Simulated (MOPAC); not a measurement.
Job for MOPAC: PM7 on AlBrFH2N (SMILES [NH2][Al]([F])[Br]), a point of a torsion scan.

```
PM7 1SCF PRECISE CHARGE=0 THREADS=1
AlBrFH2N

N     -0.99260150 1    -0.11427346 1    -0.03481612 1
Al     0.66912331 1     0.29432924 1    -0.46388181 1
F      1.57237404 1    -0.73090176 1    -1.38052133 1
Br     1.57699042 1     2.21818686 1     0.23356834 1
H     -1.46205527 1    -0.96318677 1    -0.31546810 1
H     -1.62164452 1     0.44723488 1     0.52023374 1
```

Output:

```
*******************************************************************************
 **                                                                           **
 **                              MOPAC v23.2.5                                **
 **                                                                           **
 *******************************************************************************
 ** MOPAC's Digital Object Identifier: https://doi.org/10.5281/zenodo.6511958 **
 **                                                                           **
 ** Please cite the open-source release paper for use of this MOPAC version:  **
 ** J. E. Moussa and J. J. P. Stewart (2026)                                  **
 ** MOPAC: An open-source semiempirical molecular orbital program             **
 ** J. Open Source Softw., 11(119), 8025, https://doi.org/10.21105/joss.08025 **
 *******************************************************************************

                              PM7 CALCULATION RESULTS

 *******************************************************************************
 *  PM7        - The PM7 Hamiltonian to be used
 *
 *
 *
 *                 CHARGE ON SYSTEM = 0
 *
 *
 *
 *  PRECISE    - TIGHTER CRITERIA TO BE USED
 *  1SCF       - DO 1 SCF AND THEN STOP
 *  THREADS=1  - MULTI-THREADING NOT USED
 *  T=         - A TIME OF 172800.0 SECONDS REQUESTED
 *  DUMP=N     - RESTART FILE WRITTEN EVERY 7200.0 SECONDS REQUESTED
 *******************************************************************************
PM7 1SCF PRECISE CHARGE=0 THREADS=1
 AlBrFH2N

   ATOM   CHEMICAL          X               Y               Z
  NUMBER   SYMBOL      (ANGSTROMS)     (ANGSTROMS)     (ANGSTROMS)

     1       N         -0.99260150  *  -0.11427346  *  -0.03481612  *
     2      Al          0.66912331  *   0.29432924  *  -0.46388181  *
     3       F          1.57237404  *  -0.73090176  *  -1.38052133  *
     4      Br          1.57699042  *   2.21818686  *   0.23356834  *
     5       H         -1.46205527  *  -0.96318677  *  -0.31546810  *
     6       H         -1.62164452  *   0.44723488  *   0.52023374  *



          CARTESIAN COORDINATES

    NO.       ATOM           X           Y           Z

     1         N         -0.9926     -0.1143     -0.0348
     2        Al          0.6691      0.2943     -0.4639
     3         F          1.5724     -0.7309     -1.3805
     4        Br          1.5770      2.2182      0.2336
     5         H         -1.4621     -0.9632     -0.3155
     6         H         -1.6216      0.4472      0.5202

 General Reference for PM7:
 "Optimization of Parameters for Semiempirical Methods VI: More Modifications to the
 NDDO Approximations and Re-optimization of Parameters", J. J. P. Stewart, J. Mol. Mod., 1:32, 19 (2013)
 https://link.springer.com/article/10.1007/s00894-012-1667-x

           Empirical Formula: H2 N Al F Br  =     6 atoms



      MOLECULAR POINT GROUP   :   Cs


      RHF CALCULATION, NO. OF DOUBLY OCCUPIED LEVELS = 12


 -------------------------------------------------------------------------------
 PM7 1SCF PRECISE CHARGE=0 THREADS=1
 AlBrFH2N



     1SCF WAS SPECIFIED, SO BFGS WAS NOT USED
     SCF FIELD WAS ACHIEVED


                              PM7 CALCULATION
                                                       MOPAC v23.2.5 Linux




          FINAL HEAT OF FORMATION =       -144.78925 KCAL/MOL =    -605.79822 KJ/MOL


          COSMO AREA              =        117.08 SQUARE ANGSTROMS
          COSMO VOLUME            =        104.73 CUBIC ANGSTROMS

          IONIZATION POTENTIAL    =         10.660717 EV
          HOMO LUMO ENERGIES (EV) =        -10.661  0.975
          NO. OF FILLED LEVELS    =         12
          MOLECULAR WEIGHT        =        141.9064         POINT GROUP:  Cs

          MOLECULAR DIMENSIONS (Angstroms)

            Atom       Atom       Distance
            H     5   Br     4     4.43378
            H     6    F     3     3.73815
            F     3    N     1     0.00013


          SCF CALCULATIONS        =          1





   ATOM   CHEMICAL          X               Y               Z
  NUMBER   SYMBOL      (ANGSTROMS)     (ANGSTROMS)     (ANGSTROMS)

     1       N         -0.99260150  *  -0.11427346  *  -0.03481612  *
     2      Al          0.66912331  *   0.29432924  *  -0.46388181  *
     3       F          1.57237404  *  -0.73090176  *  -1.38052133  *
     4      Br          1.57699042  *   2.21818686  *   0.23356834  *
     5       H         -1.46205527  *  -0.96318677  *  -0.31546810  *
     6       H         -1.62164452  *   0.44723488  *   0.52023374  *

                             CARTESIAN COORDINATES

   1    N       -0.992601500    -0.114273460    -0.034816120
   2   Al        0.669123310     0.294329240    -0.463881810
   3    F        1.572374040    -0.730901760    -1.380521330
   4   Br        1.576990420     2.218186860     0.233568340
   5    H       -1.462055270    -0.963186770    -0.315468100
   6    H       -1.621644520     0.447234880     0.520233740


           Empirical Formula: H2 N Al F Br  =     6 atoms



      MOLECULAR POINT GROUP   :   Cs


                  EIGENVALUES
 -39.83357 -36.57430 -27.15932 -17.79636 -15.84605 -15.36258 -15.33240 -14.92739
 -11.94742 -11.58943 -10.97231 -10.66072   0.97456   2.08825   2.23635   3.10556
   4.96253   6.58756  16.65241  17.56691  17.69044  20.07364  20.87501 258.78864
 258.80313 258.91908 259.11833 259.19499


              NET ATOMIC CHARGES AND DIPOLE CONTRIBUTIONS

  ATOM NO.   TYPE          CHARGE      No. of ELECS.   s-Pop       p-Pop       d-Pop
    1          N          -0.670870        5.6709     1.50270     4.16817
    2         Al           0.604761        2.3952     0.20546     1.29932     0.89047
    3          F          -0.373424        7.3734     1.90112     5.47230
    4         Br          -0.153624        7.1536     1.84822     5.30378     0.00162
    5          H           0.297842        0.7022     0.70216
    6          H           0.295315        0.7047     0.70469
 DIPOLE           X         Y         Z       TOTAL
 POINT-CHG.    -3.234     0.154     1.355     3.509
 HYBRID         0.077    -0.830    -0.485     0.964
 SUM           -3.157    -0.676     0.870     3.343


          ATOMIC ORBITAL ELECTRON POPULATIONS

     Atom    s        px        py        pz      x^2-y^2     xz        z^2       yz        xy
    1  N   1.50270   1.37203   1.27678   1.51936
    2 Al   0.20546   0.46885   0.43331   0.39716   0.22334   0.17534   0.13427   0.14612   0.21140
    3  F   1.90112   1.82815   1.81893   1.82522
    4 Br   1.84822   1.79484   1.70758   1.80136   0.00043   0.00015   0.00022   0.00041   0.00041
    5  H   0.70216
    6  H   0.70469

 **********************
 *                    *
 * JOB ENDED NORMALLY *
 *                    *
 **********************




 == MOPAC DONE ==
```

The run finished.

Cost: roughly 0.03 core-seconds.
